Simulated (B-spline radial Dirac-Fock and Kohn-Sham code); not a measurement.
**Relativistic shifts of the levels of Rh³⁴⁺**

System: rhodium as Rh³⁴⁺, configuration [Ne] 3s1.

Both columns are ΔSCF binding energies of the configuration average from a radial B-spline solver: non-relativistic Hartree-Fock with a point nucleus, and Dirac-Fock with a finite nucleus and the Coulomb interaction alone, averaged over the two j levels with weights 2j+1.

```
shell  Hartree-Fock (eV)  Dirac-Fock (eV)  shift (eV)  shift (%)
   2p             4912.5           4973.2      +60.73      +1.24
   3s             2076.2           2130.2      +54.00      +2.60
```

Relativity binds 2p, 3s more strongly, among those listed most of all 3s in relative terms.

Values without a named source are computed, but for edge energies of neutral atoms, which are taken from tables.
